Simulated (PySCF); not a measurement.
**Bond curve of LaI**

Set-up: La x2c-SVPall, I x2c-SVPall; spin-free X2C with a Gaussian nucleus (PySCF 2.14). Energies in eV from La (5d1 6s2) + I in their ground configurations at the same level. State: triplet, about 0.0 electrons in the 4f shell (Mulliken).

```json
{"R (Å)": "2.527", "r²SCAN": "-3.052", "BHandHLYP": "-2.566"}
{"R (Å)": "2.645", "r²SCAN": "-3.667", "BHandHLYP": "-3.231"}
{"R (Å)": "2.763", "r²SCAN": "-3.998", "BHandHLYP": "-3.602"}
{"R (Å)": "2.851", "r²SCAN": "-4.114", "BHandHLYP": "-3.743"}
{"R (Å)": "2.939", "r²SCAN": "-4.149", "BHandHLYP": "-3.798"}
{"R (Å)": "3.027", "r²SCAN": "-4.123", "BHandHLYP": "-3.789"}
{"R (Å)": "3.145", "r²SCAN": "-4.021", "BHandHLYP": "-3.706"}
{"R (Å)": "3.292", "r²SCAN": "-3.825", "BHandHLYP": "-3.527"}
{"R (Å)": "3.468", "r²SCAN": "-3.534", "BHandHLYP": "-3.250"}
{"R (Å)": "3.703", "r²SCAN": "-3.115", "BHandHLYP": "-2.840"}
```

Problem. Put a parabola through the three lowest points of the r²SCAN curve and estimate Re, k and ωe (reduced mass 66.32 u; 1 eV/Å² = 0.16022 mdyn/Å; ωe = 1302.8·√(k/μ) cm⁻¹).

Solution. Through R = 2.851, 2.939, 3.027 Å the second-order coefficient is 3.94 eV/Å², so Re ≈ 2.945 Å, k ≈ 1.26 mdyn/Å and ωe ≈ 180 cm⁻¹. A polynomial fit of higher order to the unrounded r²SCAN energies gives Re = 2.941 Å, k = 1.23 mdyn/Å, ωe = 178 cm⁻¹; anharmonicity and rounding make the difference.

The higher-order fit for each curve: r²SCAN: Re = 2.941 Å, ωe = 178 cm⁻¹, De = 4.15 eV; BHandHLYP: Re = 2.968 Å, ωe = 174 cm⁻¹, De = 3.80 eV.

These are scalar-relativistic numbers at best; spin–orbit coupling would shift them, the dissociation energy most. With d or f electrons several states lie close, and the lowest PBE0 determinant need not be the measured ground state.
